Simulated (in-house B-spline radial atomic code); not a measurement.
Inner levels of tellurium as electrons are removed. A shift is the extra binding of the orbital against the neutral atom ([Kr] 4d10 5s2 5p4). Computed with a B-spline radial code for spherical atoms: non-relativistic Hartree-Fock, average of the configuration, point nuclei.

This level leaves out relativity, spin-orbit splitting included, which matters for heavy ions.

```
  ion  configuration  shift of 1s (eV)  shift of 2s (eV)  shift of 2p (eV)  radius of 1s (bohr)  radius of 2s (bohr)  radius of 2p (bohr)  Σ<r²> (bohr²)  change of density at nucleus (bohr⁻³)
Te31+       [Ar] 3d3           1461.86           1419.41           1429.89             0.029236              0.12477              0.10638         1.2058                                 60.306
Te32+       [Ar] 3d2           1571.47           1524.64           1536.38             0.029236              0.12462              0.10624         1.1067                                 117.32
Te33+       [Ar] 3d1           1683.42           1631.83           1644.93             0.029237              0.12447              0.10609         1.0119                                 176.02
Te34+   [Ne] 3s2 3p6                 ?                 ?                 ?                    ?                    ?                    ?              ?                                      ?
Te35+   [Ne] 3s2 3p5                 ?                 ?                 ?                    ?                    ?                    ?              ?                                      ?
Te36+   [Ne] 3s2 3p4           2031.74           1943.55           1962.14             0.029229              0.12398              0.10578        0.70779                                 371.12
Te37+   [Ne] 3s2 3p3           2151.43           2046.74           2067.47             0.029225              0.12381              0.10564        0.60558                                 440.58
Te38+   [Ne] 3s2 3p2                 ?                 ?                 ?                    ?                    ?                    ?              ?                                      ?
Te39+   [Ne] 3s2 3p1            2396.1           2256.88           2282.12             0.029217              0.12346              0.10535        0.40952                                  583.7
Te40+       [Ne] 3s2           2521.08           2363.82           2391.44             0.029213              0.12328              0.10519        0.31549                                 657.37
Te41+       [Ne] 3s1           2638.25           2463.69           2496.41             0.029211              0.12328              0.10507        0.21541                                -517.08
Te42+   [He] 2s2 2p6           2756.81           2564.52           2602.45             0.029209              0.12318              0.10494         0.1176                               -1725.63
Te43+   [He] 2s2 2p5           3051.85           2754.06           2824.65             0.029188              0.12244              0.10405        0.10267                                -1525.4
```

**Question.** Fill in the row of Te34+.

**Answer.** shift of 1s (eV): 1797.7; shift of 2s (eV): 1740.96; shift of 2p (eV): 1755.52; radius of 1s (bohr): 0.029237; radius of 2s (bohr): 0.12431; radius of 2p (bohr): 0.10594; Σ<r²> (bohr²): 0.92111; change of density at nucleus (bohr⁻³): 236.42.

**Question.** Fill in the row of Te35+.

**Answer.** shift of 1s (eV): 1913.83; shift of 2s (eV): 1841.62; shift of 2p (eV): 1858.15; radius of 1s (bohr): 0.029233; radius of 2s (bohr): 0.12415; radius of 2p (bohr): 0.10592; Σ<r²> (bohr²): 0.81293; change of density at nucleus (bohr⁻³): 303.08.

**Question.** Fill in the row of Te38+.

**Answer.** shift of 1s (eV): 2272.88; shift of 2s (eV): 2151.19; shift of 2p (eV): 2174.13; radius of 1s (bohr): 0.029221; radius of 2s (bohr): 0.12364; radius of 2p (bohr): 0.10549; Σ<r²> (bohr²): 0.50619; change of density at nucleus (bohr⁻³): 511.43.
